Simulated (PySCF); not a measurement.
C4H4, SMILES C=C=C=C. Geometry optimised at PBE-D3(BJ)/def2-SVP.

Computed equilibrium geometry at PBE-D3(BJ)/def2-SVP (PySCF confirms it by a frequency run) as bond lengths and angles, and its point group:
point group D2h.
Atoms: C1 C2 C3 C4 H5 H6 H7 H8. Bonded distances (Å): C1–C2 1.329, C1–H5 1.104, C1–H6 1.104, C2–C3 1.281, C3–C4 1.329, C4–H7 1.104, C4–H8 1.104. Bond angles (°): C2–C1–H5 121.5, C2–C1–H6 121.5, H5–C1–H6 117.1, C1–C2–C3 180.0, C2–C3–C4 180.0, C3–C4–H7 121.5, C3–C4–H8 121.5, H7–C4–H8 117.1.
